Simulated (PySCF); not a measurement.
Mg(Me)(OH) (CH₄MgO), SMILES [CH3][Mg][OH].

Coordinates come from a PBE0-D3(BJ)/def2-TZVP optimisation. Other conformers were not sampled.

Computed with PBE0-D3(BJ)/def2-TZVP (PySCF 2.14.0).

Frequencies are harmonic and unscaled.

Modes within 1.5 cm⁻¹ of each other (mostly degenerate sets) share a row, with their intensities summed.

| mode | ν (cm⁻¹) | IR (km/mol) | moving atoms (share of kinetic energy) |
|---|---|---|---|
| 1–2 | 83 | 323.9 | H 51 %, O 27 %, Mg 19 % |
| 3–4 | 143 | 1.9 | H 54 %, Mg 34 % |
| 5 | 488 | 0.2 | C 55 %, O 24 %, H 15 % |
| 6–7 | 579 | 168.6 | H 80 %, C 16 % |
| 8 | 818 | 142.7 | Mg 52 %, O 41 % |
| 9 | 1149 | 1.7 | H 82 %, C 18 % |
| 10–11 | 1443 | 0.0 | H 95 % |
| 12 | 3034 | 18.6 | H 97 % |
| 13–14 | 3116 | 27.6 | H 91 %, C 9 % |
| 15 | 4086 | 87.4 | H 94 % |
